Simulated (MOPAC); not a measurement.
MOPAC input (PM7):

```
PM7 FORCE THERMO(298,298) PRECISE LET UHF MS=0.5 GEO-OK AUX(PRECISION=9) THREADS=1
C2H8ClSi2

C    -0.02058110 1   -2.30621910 1    0.46924360 1
Si    0.59766784 1   -0.92965316 1   -0.63523631 1
C     2.28259180 1   -0.38562103 1   -0.03349841 1
Si   -0.78441417 1    0.71455488 1   -0.68621211 1
Cl   -1.14007037 1    1.61216636 1    1.06854553 1
H     0.71394802 1   -3.13445491 1    0.49026044 1
H    -0.15779578 1   -1.98096939 1    1.51852120 1
H    -0.97955758 1   -2.74568868 1    0.13964490 1
H     0.76965280 1   -1.48875600 1   -1.98292692 1
H     2.75727552 1    0.38286678 1   -0.67023881 1
H     2.25544363 1    0.01966345 1    0.99638850 1
H     2.97560641 1   -1.24887814 1   -0.01370757 1
H    -1.46970276 1    1.22312669 1   -1.85232523 1
```

From the output:

```
     H   13   3.184772

          HEAT OF FORMATION =     -46.940561 KCALS/MOLE

          ZERO POINT ENERGY      54.097 KCAL/MOL

           NORMAL COORDINATE ANALYSIS (Total motion = 1 Angstrom)

   Root No.       1         2         3         4         5         6         7         8

                 1 A"      1 A'      2 A"      2 A'      3 A"      3 A'      4 A'      4 A"

                  23.7      90.3     143.9     152.3     166.2     223.1     261.5     332.9

           1    0.0017    0.0074    0.0056   -0.0002    0.0314   -0.0142    0.0251    0.0172
           2   -0.0212   -0.0102   -0.0050   -0.0041   -0.0306   -0.0708    0.0214   -0.0076
           3    0.0665   -0.0755    0.0010    0.0106   -0.0503   -0.0189   -0.0388   -0.0120
           4    0.0015    0.0084    0.0055   -0.0001    0.0333   -0.0144    0.0264    0.0157
           5    0.0013   -0.0116    0.0040    0.0000    0.0243    0.0196   -0.0358    0.0115
           6   -0.0000   -0.0096   -0.0000    0.0011   -0.0001    0.0136    0.0752   -0.0000
           7   -0.0201    0.0079   -0.0030    0.0040   -0.0194    0.0717   -0.0288   -0.0019
           8    0.0080   -0.0107    0.0068   -0.0010    0.0392   -0.0080   -0.0175    0.0187
           9   -0.0667   -0.0752   -0.0011    0.0106    0.0505   -0.0189   -0.0386    0.0120
          10   -0.0393    0.0242   -0.0041   -0.0028   -0.0306   -0.0205   -0.0254   -0.0564
          11   -0.0288   -0.0334   -0.0030    0.0039   -0.0224    0.0280    0.0350   -0.0413
          12    0.0002    0.0167    0.0000   -0.0038   -0.0000    0.0125    0.0023    0.0001
          13    0.0400   -0.0320   -0.0016    0.0006   -0.0020    0.0024    0.0031    0.0105
          14    0.0291    0.0442   -0.0011   -0.0009   -0.0012   -0.0030   -0.0042    0.0077
          15   -0.0001    0.0609    0.0000   -0.0073   -0.0000   -0.0052   -0.0259   -0.0000
          16    0.0254   -0.0227    0.0022    0.0045   -0.0087   -0.0681   -0.0142    0.0013
          17   -0.0131    0.0373   -0.1367    0.1273   -0.0150   -0.1067    0.0479   -0.0147
          18    0.0715   -0.1207    0.0878   -0.0753   -0.0785   -0.0191   -0.0741   -0.0145
          19   -0.0358    0.0384    0.0122   -0.0171    0.0391   -0.0315    0.1083    0.0204
          20   -0.0393   -0.0582    0.1316   -0.1468   -0.0697   -0.0892    0.0323   -0.0090
          21    0.0748   -0.1154    0.0685   -0.0552   -0.0746   -0.0201   -0.0742   -0.0149
          22    0.0166    0.0040    0.0025    0.0114    0.0581    0.0490   -0.0239    0.0270
          23   -0.0253   -0.0056   -0.0157    0.0034   -0.0410   -0.1018    0.0420   -0.0127
          24    0.0976   -0.0366   -0.1531    0.1717   -0.0291   -0.0364   -0.0604   -0.0186
          25    0.0526   -0.0283    0.0085    0.0000    0.0283   -0.0228    0.0019    0.0261
          26    0.0388    0.0381    0.0062   -0.0001    0.0204    0.0309   -0.0022    0.0190
          27   -0.0001    0.0260   -0.0000    0.0012   -0.0001    0.0222    0.0941   -0.0001
          28   -0.0196    0.0047   -0.0137   -0.0061   -0.0213    0.0820   -0.0338   -0.0039
          29    0.0234   -0.0064    0.0075   -0.0094    0.0677   -0.0777    0.0358    0.0296
          30   -0.0977   -0.0364    0.1531    0.1717    0.0295   -0.0362   -0.0603    0.0185
          31   -0.0485    0.0442    0.1289    0.1449   -0.0540    0.0945   -0.0646   -0.0024
          32   -0.0224   -0.0545   -0.0283   -0.0283    0.0584    0.0030   -0.0936    0.0222
          33   -0.0749   -0.1150   -0.0689   -0.0557    0.0749   -0.0203   -0.0736    0.0149
          34   -0.0053   -0.0282   -0.1300   -0.1231   -0.0167    0.1220   -0.0425   -0.0135
          35    0.0283    0.0323    0.0432    0.0339   -0.0038    0.0325    0.0278    0.0056
          36   -0.0719   -0.1202   -0.0874   -0.0750    0.0788   -0.0195   -0.0739    0.0146
          37   -0.1225    0.0241   -0.0243   -0.0026   -0.1750   -0.0207   -0.0242    0.5288
          38   -0.0898   -0.0338   -0.0178    0.0038   -0.1281    0.0284    0.0336    0.3872
          39    0.0006   -0.0268    0.0000   -0.0033    0.0003    0.0338   -0.0038   -0.0015

   Root No.       9        10        11        12        13        14        15        16

                 5 A'      6 A'      7 A'      8 A'      5 A"      9 A'      6 A"      7 A"

                 428.6     598.7     673.0     692.7     701.4     702.0     728.6     833.9

           1   -0.0425    0.0349    0.0226    0.0566    0.0064   -0.0545    0.0998    0.0162
           2    0.0002   -0.0026    0.0030    0.0054   -0.0052   -0.0062   -0.0151    0.0285
           3    0.0124   -0.0027    0.0011   -0.0012    0.0040   -0.0007   -0.0047    0.0163
           4   -0.0292    0.0041   -0.0113   -0.0118   -0.0176    0.0253   -0.0576   -0.0160
           5    0.0400   -0.0065    0.0154    0.0163   -0.0130   -0.0346   -0.0422   -0.0117
           6    0.0835   -0.0358    0.0094   -0.0031    0.0000   -0.0067    0.0002    0.0000
           7    0.0140   -0.0079   -0.0098   -0.0231   -0.0029    0.0229    0.0158    0.0320
           8    0.0400   -0.0348   -0.0206   -0.0520    0.0079    0.0497    0.0997    0.0068
           9    0.0126   -0.0015    0.0012   -0.0012   -0.0040   -0.0006    0.0044   -0.0165
          10    0.0582    0.0272    0.0060   -0.0018    0.0013   -0.0010   -0.0010    0.0000
          11   -0.0804   -0.0368   -0.0082    0.0028    0.0009    0.0010   -0.0007   -0.0000
          12   -0.0390    0.1767   -0.0200   -0.0167   -0.0000   -0.0099   -0.0000    0.0000
          13   -0.0117   -0.0347   -0.0043    0.0012   -0.0000   -0.0016   -0.0000   -0.0001
          14    0.0161    0.0480    0.0059   -0.0018    0.0000    0.0024    0.0000   -0.0001
          15   -0.0420   -0.1202    0.0005    0.0055   -0.0000    0.0001   -0.0000    0.0000
          16   -0.1183    0.0871   -0.0257    0.0787   -0.0346    0.0145    0.1647   -0.1899
          17   -0.0214    0.0019    0.0002   -0.0110    0.0270    0.0063    0.0228   -0.0493
          18   -0.0094    0.0223   -0.0180    0.0271   -0.0360    0.0178    0.0176   -0.0335
          19   -0.0046   -0.0034    0.0484   -0.0102    0.1112   -0.0646    0.0813    0.0221
          20   -0.0125    0.0090   -0.0051   -0.0018    0.0245    0.0101    0.0199   -0.0416
          21   -0.0114    0.0191   -0.0196    0.0260   -0.0402    0.0203    0.0104   -0.0262
          22   -0.0053    0.0150    0.0327    0.0898   -0.0768   -0.0838    0.0060    0.1855
          23   -0.0185    0.0059   -0.0049   -0.0134    0.0312    0.0142    0.0210   -0.0631
          24   -0.0203    0.0144   -0.0123    0.0195   -0.0320    0.0136    0.0186   -0.0286
          25   -0.0781   -0.0551    0.1038   -0.1917    0.3390   -0.1165   -0.1276   -0.0001
          26    0.1062    0.0737   -0.1422    0.2630    0.2490    0.1568   -0.0934   -0.0001
          27    0.1261    0.0338   -0.1073    0.1787   -0.0005    0.1315    0.0004    0.0000
          28    0.0206   -0.0098   -0.0054   -0.0152    0.0068    0.0124    0.0218   -0.0040
          29   -0.0021   -0.0139   -0.0326   -0.0885   -0.0821    0.0840   -0.0007    0.1960
          30   -0.0197    0.0161   -0.0122    0.0193    0.0323    0.0136   -0.0187    0.0281
          31    0.0153   -0.0065   -0.0100    0.0035    0.0571    0.0106    0.0435   -0.0329
          32    0.0004    0.0058   -0.0477    0.0093    0.0991    0.0639    0.0714    0.0337
          33   -0.0111    0.0202   -0.0194    0.0256    0.0399    0.0201   -0.0107    0.0262
          34    0.0577   -0.0280    0.0074   -0.0142    0.0153   -0.0097    0.0715   -0.1042
          35    0.1060   -0.0833    0.0244   -0.0780   -0.0412   -0.0119    0.1499   -0.1660
          36   -0.0096    0.0237   -0.0181    0.0271    0.0362    0.0179   -0.0182    0.0343
          37    0.0565    0.0267   -0.0050   -0.0035   -0.0036   -0.0057   -0.0056   -0.0039
          38   -0.0793   -0.0366    0.0086    0.0061   -0.0026    0.0079   -0.0041   -0.0028
          39   -0.1067    0.2037    0.4590    0.0636    0.0007    0.2427   -0.0001    0.0000

   Root No.      17        18        19        20        21        22        23        24

                 8 A"     10 A'     11 A'      9 A"     10 A"     12 A'     13 A'     11 A"

                 870.9     893.8     900.9    1275.3    1280.3    1281.5    1286.4    1309.4

           1   -0.0014    0.0075    0.0025   -0.0053    0.0043   -0.0039   -0.0000   -0.0306
           2   -0.0153   -0.0363   -0.0041   -0.0224    0.0005    0.0005   -0.0248    0.0044
           3    0.0278   -0.0018    0.0335    0.0004    0.0229   -0.0231   -0.0014    0.0029
           4    0.0096   -0.0129    0.0016   -0.0000    0.0002   -0.0000   -0.0005   -0.0024
           5    0.0071    0.0177   -0.0023    0.0000    0.0001    0.0000    0.0007   -0.0017
           6   -0.0000    0.0035   -0.0214   -0.0000    0.0000    0.0006    0.0001    0.0000
           7   -0.0152    0.0322    0.0033   -0.0230    0.0017    0.0006    0.0237   -0.0051
           8    0.0032   -0.0180   -0.0035    0.0017    0.0038    0.0038   -0.0075   -0.0305
           9   -0.0278   -0.0019    0.0335   -0.0004   -0.0229   -0.0231   -0.0014   -0.0028
          10   -0.0002    0.0006   -0.0016    0.0001   -0.0002    0.0001    0.0001   -0.0002
          11   -0.0001   -0.0007    0.0022    0.0000   -0.0001   -0.0001   -0.0002   -0.0001
          12    0.0000   -0.0032    0.0015    0.0000   -0.0000    0.0001    0.0000    0.0000
          13    0.0001    0.0002    0.0001   -0.0000    0.0000   -0.0000    0.0000    0.0000
          14    0.0000   -0.0004   -0.0002   -0.0000    0.0001    0.0001    0.0000    0.0000
          15    0.0000    0.0007    0.0003    0.0000   -0.0000   -0.0001   -0.0000    0.0000
          16   -0.0853    0.1318   -0.1543   -0.0137    0.0442   -0.0432   -0.0388    0.1479
          17    0.0203    0.0448    0.0023    0.1456    0.1086   -0.1164    0.1398    0.0224
          18   -0.0401    0.0095   -0.0508   -0.1088   -0.0442    0.0497   -0.1190    0.0587
          19    0.1773    0.0822    0.1808   -0.0096   -0.0780    0.0767   -0.0271    0.1362
          20    0.0185    0.0362    0.0059    0.1680   -0.1049    0.0964    0.1792   -0.0089
          21   -0.0498   -0.0065   -0.0575    0.0958   -0.0064    0.0023    0.1111   -0.0757
          22   -0.0906   -0.2026   -0.0279    0.0878   -0.0147    0.0087    0.0606    0.1303
          23    0.0264    0.0678    0.0056   -0.0491   -0.0102    0.0132   -0.0366   -0.0636
          24   -0.0292    0.0073   -0.0380    0.0067   -0.2166    0.2163    0.0222   -0.0224
          25   -0.1318   -0.0037   -0.0576   -0.0001   -0.0040    0.0020    0.0000    0.0058
          26   -0.0965    0.0052    0.0788   -0.0000   -0.0030   -0.0027   -0.0001    0.0043
          27    0.0004   -0.0054    0.0383    0.0000    0.0000   -0.0030   -0.0000   -0.0000
          28   -0.0021   -0.0036    0.0030   -0.0203   -0.0134   -0.0144    0.0167   -0.0212
          29   -0.0942    0.2138    0.0283    0.0985   -0.0104   -0.0037   -0.0688    0.1435
          30    0.0294    0.0066   -0.0382   -0.0069    0.2169    0.2162    0.0223    0.0221
          31    0.0714   -0.0595   -0.0605    0.1570   -0.1236   -0.1149   -0.1621    0.0329
          32    0.1636   -0.0674   -0.1707   -0.0601   -0.0427   -0.0440    0.0802    0.1327
          33    0.0491   -0.0061   -0.0568   -0.0962    0.0071    0.0028    0.1115    0.0752
          34   -0.0063   -0.0826    0.0443    0.1350    0.1172    0.1241   -0.1219    0.0658
          35   -0.0873   -0.1120    0.1477   -0.0567    0.0095    0.0062    0.0789    0.1340
          36    0.0403    0.0100   -0.0514    0.1084    0.0438    0.0492   -0.1187   -0.0593
          37   -0.0002    0.0002   -0.0015    0.0002   -0.0003    0.0000    0.0001   -0.0005
          38   -0.0002   -0.0002    0.0020    0.0001   -0.0002   -0.0001   -0.0003   -0.0003
          39    0.0000   -0.0044   -0.0009    0.0000   -0.0000   -0.0006   -0.0000    0.0000

   Root No.      25        26        27        28        29        30        31        32

                14 A'     15 A'     16 A'     12 A"     17 A'     13 A"     18 A'     14 A"
```
